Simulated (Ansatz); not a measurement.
System: K2, charge 0, multiplicity 1. SMILES: [K][K]
Coordinates optimised at B3LYP-D3(BJ)/def2-TZVP (Ansatz, a program for electronic structure):
```
K
K 1 3.9725
```
Charge 0, spin multiplicity 1.

Property: vertical ionisation energy to the doublet, in eV. Set-up: valence correlation only (noble-gas shells and the d and f shells of earlier blocks; the outer core of K, Ca and congeners matters and is frozen too); 6-31G* and kin with 6d, 5d where marked; each state is the SCF solution reached for its charge and spin; 6-311+G** with 5d; open shells spin-unrestricted; non-relativistic; no spin-orbit coupling; LANL2DZ with its own core potentials from Na on. Ab initio and DFT rows: single points at B3LYP-D3(BJ) geometries (Ansatz). The Hartree-Fock reference of [K][K] is unstable towards a lower, spin-broken solution.

```json
[
 {"level": "HF/6-31G*", "program": "Ansatz", "vertical ionisation energy to the doublet (eV)": "3.24"},
 {"level": "PBE/LANL2DZ", "program": "Ansatz", "vertical ionisation energy to the doublet (eV)": "4.31"},
 {"level": "PBE/6-311+G**", "program": "Ansatz", "vertical ionisation energy to the doublet (eV)": "4.24"},
 {"level": "B3LYP/STO-3G", "program": "Ansatz", "vertical ionisation energy to the doublet (eV)": "2.33"},
 {"level": "B3LYP/6-31G*", "program": "Ansatz", "vertical ionisation energy to the doublet (eV)": "4.24"},
 {"level": "B3LYP/6-311+G**", "program": "Ansatz", "vertical ionisation energy to the doublet (eV)": "4.26"},
 {"level": "MP2/6-31G*", "program": "Ansatz", "vertical ionisation energy to the doublet (eV)": "3.64"},
 {"level": "PBE/def2-TZVPD", "program": "Ansatz", "vertical ionisation energy to the doublet (eV)": "4.21"},
 {"level": "B3LYP/def2-TZVPD", "program": "Ansatz", "vertical ionisation energy to the doublet (eV)": "4.24"}
]
```

No value to compare with is used here. The 7 habitual levels span 2.33 (B3LYP/STO-3G) to 4.31 eV (PBE/LANL2DZ); PBE/def2-TZVPD gives 4.21.

The levels are drawn from those run, B3LYP/6-31G* more often than the rest, none by its result; left out are runs that failed, that the program found above a lower state of the same kind, or whose <S^2> lies over 0.5 above the pure value.
